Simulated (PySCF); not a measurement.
**Computed structure and properties of [Bi7]2+**

System: [Bi7]2+ (quartet); start: template (D5h). Method: PySCF 2.14.0, UKS TPSS, Bi def2-SVP with ECP60; non-relativistic Hamiltonian with scalar-relativistic core potentials where named; density fitting; no spin-orbit coupling.

Input of the relaxation:

```python
mol = gto.M(atom='''
Bi     2.55297     0.00004    -0.00000
Bi     0.78888     2.42803     0.00000
Bi    -2.06542     1.50057     0.00000
Bi    -2.06537    -1.50063    -0.00000
Bi     0.78895    -2.42801    -0.00000
Bi     0.00000    -0.00000     1.59000
Bi    -0.00000     0.00000    -1.59000''',
    basis={'Bi': 'def2-SVP'},
    ecp={'Bi': 'def2-SVP'},
    charge=2, spin=3)
mf = dft.UKS(mol, xc='TPSS')
mf.grids.atom_grid = (50, 194)
mf = mf.density_fit()  # fitting sets: Bi def2-universal-JKFIT
mf.conv_tol = 1e-08; mf.max_cycle = 55
mf.kernel(dm0)  # dm0: converged density of the start geometry
# quasi-Newton relaxation in Cartesian coordinates to a largest gradient under 0.00045 Eh/bohr, steps kept in the point group
```

Run from Python with OMP_NUM_THREADS=4; the lines above give its settings. Where DIIS fails, smearing, a level shift and second-order steps follow.
It took 7.2 min on 4 threads of Arm Neoverse V1 (shared host), from the converged density of the start.

Course of the relaxation:

```json
{"step": "0", "energy above end (eV)": "2.0588", "largest force component within the symmetry (eV/Å)": "4.397"}
{"step": "1", "energy above end (eV)": "0.9419", "largest force component within the symmetry (eV/Å)": "2.749"}
{"step": "2", "energy above end (eV)": "0.2599", "largest force component within the symmetry (eV/Å)": "1.243"}
{"step": "3", "energy above end (eV)": "0.1092", "largest force component within the symmetry (eV/Å)": "0.567"}
{"step": "4", "energy above end (eV)": "0.0705", "largest force component within the symmetry (eV/Å)": "0.263"}
{"step": "5", "energy above end (eV)": "0.0432", "largest force component within the symmetry (eV/Å)": "0.276"}
{"step": "6", "energy above end (eV)": "0.0152", "largest force component within the symmetry (eV/Å)": "0.219"}
{"step": "7", "energy above end (eV)": "0.0027", "largest force component within the symmetry (eV/Å)": "0.099"}
{"step": "8", "energy above end (eV)": "0.0002", "largest force component within the symmetry (eV/Å)": "0.033"}
{"step": "9", "energy above end (eV)": "0.0000", "largest force component within the symmetry (eV/Å)": "0.001"}
```

Relaxed geometry (D5h):

```xyz
7

Bi    2.6297    0.0000    0.0000
Bi    0.8126    2.5010    0.0000
Bi   -2.1275    1.5457    0.0000
Bi   -2.1275   -1.5457    0.0000
Bi    0.8127   -2.5010    0.0000
Bi    0.0000    0.0000    2.0183
Bi    0.0000    0.0000   -2.0183
```

| contact | Å |
| --- | --- |
| Bi3–Bi2 | 3.091 |
| Bi5–Bi4 | 3.091 |
| Bi2–Bi1 | 3.091 |
| Bi5–Bi1 | 3.091 |
| Bi4–Bi3 | 3.091 |
| Bi6–Bi2 | 3.315 |
| Bi7–Bi2 | 3.315 |
| Bi6–Bi4 | 3.315 |
| Bi7–Bi4 | 3.315 |
| Bi6–Bi1 | 3.315 |

On the finer grid (75, 302):

The HOMO is -10.86 eV and the LUMO is -10.78 eV. The dipole about the centre of mass is 0.00 D. The spin squared is 3.778. The set of Mulliken populations of Bi1 outside the core potential is s 3.99, p 8.59, d 10.10 and the D3(BJ) dispersion energy (not in the energies) is -1.131 eV.

```json
{"atom": "Bi1", "Mulliken (e)": "0.32", "Löwdin (e)": "0.29", "spin (e)": "0.48"}
{"atom": "Bi2", "Mulliken (e)": "0.24", "Löwdin (e)": "0.23", "spin (e)": "0.66"}
{"atom": "Bi3", "Mulliken (e)": "0.32", "Löwdin (e)": "0.29", "spin (e)": "0.47"}
{"atom": "Bi4", "Mulliken (e)": "0.27", "Löwdin (e)": "0.25", "spin (e)": "0.60"}
{"atom": "Bi5", "Mulliken (e)": "0.27", "Löwdin (e)": "0.26", "spin (e)": "0.59"}
{"atom": "Bi6", "Mulliken (e)": "0.30", "Löwdin (e)": "0.34", "spin (e)": "0.10"}
{"atom": "Bi7", "Mulliken (e)": "0.30", "Löwdin (e)": "0.34", "spin (e)": "0.10"}
```

No frequency check is given here. The steps kept the symmetry D5h of the start, so a lower state may lie off it.

One start shape was tried, so this needn't be the lowest isomer.

Open shells may have lower solutions than the one found.
